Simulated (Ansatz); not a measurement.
**From B to In: the atomisation energy (no zero-point term)**

One atom is swapped for its congeners: B(SH)3; Al(SH)3; Ga(SH)3; In(SH)3. All are singlets with charge 0.

Shapes, held fixed at every level: PBE0-D4/def2-TZVP. Programs: Ansatz 0.2.0. Values in eV.

| level | B(SH)3 | Al(SH)3 | Ga(SH)3 | In(SH)3 |
| --- | --- | --- | --- | --- |
| SPW92/def2-TZVPP | 27.54 | 24.90 | 23.83 | 22.69 |
| r2SCAN0-D4/def2-TZVPP | 23.60 | 21.78 | 20.51 | 19.37 |
| wB97M-V/def2-TZVPP | 23.97 | 22.15 | 20.76 | 19.80 |
| wB97X-V/def2-TZVPP | 23.88 | 22.14 | 20.86 | 19.84 |
| CCSD/def2-TZVPP | 22.35 | 20.77 | 19.65 | 18.50 |
| CCSD(T)/def2-TZVPP | 22.86 | 21.20 | 20.10 | 18.95 |

At CCSD(T)/def2-TZVPP the atomisation energy falls at every step, from 22.86 to 18.95 eV. Every level shows the same order. For atoms past krypton def2 sets carry core potentials with scalar relativity. Relativity is left out for Ga unless named. Correlated rows may include outer-core shells of Ga, In, which these sets cover unevenly. Spin-orbit coupling, which grows down the group, is left out (summed over each molecule's free atoms 0.07, 0.08, 0.14, 0.26 eV).
